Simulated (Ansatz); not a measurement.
Reactions of `C[C]1(C)[O][AlH]1`.

Calculated with Ansatz (gas phase, PBE0-D4/def2-TZVP geometries, no zero-point term in ΔE). CBS: MP2 limit from def2 TZ/QZ plus the TZ coupled-cluster correction, frozen cores. This one scheme is used for every species, atoms too. DFT in def2-TZVPP. B3LYP here is the variant with VWN-RPA as its local correlation; programs differ in this. Open shells (•) are unrestricted, without spin–orbit coupling. Spin–orbit coupling would lower the free atoms: a little for Al, C, O. Bonds to As, V are less sure, by a few kJ/mol each and by 10 to 20 or more in all where they break to atoms, as the def2 sets lack core-valence functions. Scalar relativity is left out up to krypton. Each species was taken in one conformer, which may not be the lowest.

| reaction | B3LYP-D4 (kJ/mol) | ωB97X-V (kJ/mol) | MP2/CBS(def2) (kJ/mol) | CCSD(T)/CBS(def2) (kJ/mol) |
| --- | --- | --- | --- | --- |
| `C[C]1(C)[O][AlH]1` → `C[CH]1[O][AlH]1` + `[CH2]` (triplet) | 442 | 459 | 466 | 452 |
| `C[C]1(C)[O][AlH]1` → Al• + 3 C• + 7 H• + O• | 4489 | 4503 | 4580 | 4501 |
| `C[C]1(C)[O][AlH]1` + H₂ → `C[CH]1[O][AlH]1` + CH₄ | -57 | -55 | -47 | -52 |
| `C[C]1(C)[O][AlH]1` → `O[C]1([AlH2])CC1` | 105 | 91 | 109 | 107 |
| `C[C]1(C)[O][AlH]1` + `[SiH3][AsH2]` → `C[AsH][SiH3]` + `C[CH]1[O][AlH]1` | 5 | 7 | 6 | 7 |
| `C[C]1(C)[O][AlH]1` + `[NH]=[V]([NH2])([NH2])[NH2]` → `C[N]=[V]([NH2])([NH2])[NH2]` + `C[CH]1[O][AlH]1` | 14 | 18 | -3 | 19 |
| `C[C]1(C)[O][AlH]1` + `[AlH2][NH][SiH2][SiH3]` → `C[SiH]([SiH3])[NH][AlH2]` + `C[CH]1[O][AlH]1` | -32 | -30 | -30 | -30 |

Largest T1 diagnostic: 0.032, for `[NH]=[V]([NH2])([NH2])[NH2]`, so its coupled-cluster energy is less sure.
